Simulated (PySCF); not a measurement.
Compound: C₆H₉FO.
Numbering: `[O:1]=[C:2]1[CH2:3][CH2:4][C@@H:5]([CH2:6][F:7])[CH2:8]1`

Probes without a nucleus sit at each ring's centroid and 1 Å off its mean plane on both sides; NICS is minus the shielding there, NICSzz its component along the normal. Level: GIAO PBE0/pcSseg-1 (PySCF, non-relativistic, gas phase) on the GFN2-xTB geometry, one conformer.

Ring bond lengths (Å), with Mayer bond orders in brackets: C2–C3 1.517 (0.97), C3–C4 1.527 (1.01), C4–C5 1.535 (0.99), C5–C8 1.530 (0.99), C8–C2 1.514 (0.97).

Task: What do the NICS probes read (ppm)?

Result: 
```json
{"ring": "C2–C3–C4–C5–C8", "type": "5-membered carbocycle; formal bonds all single", "NICS(0)": "0.7", "NICS(1), two faces": "-2.6 / -2.1", "NICS(1)zz, two faces": "-4.3 / -2.8", "rms pucker (Å)": "0.15", "centre to ring atoms, mean (Å)": "1.28"}
```

Task: What do they say, and how far can they be read as aromaticity?

Result: 
- C2–C3–C4–C5–C8: mean NICS(1)zz -3.6 ppm, shielded. C3, C4, C5, C8 have four or more neighbours, and the NICS criterion for π rings isn't applied.

Task: What is the mean of the two in-plane components of NICS at the first NICS(1) probe listed for ring C2–C3–C4–C5–C8, 1 Å off the ring?

Result: The isotropic value is a third of the trace: (3 × -2.6 − (-4.3))/2 = -1.8 ppm.
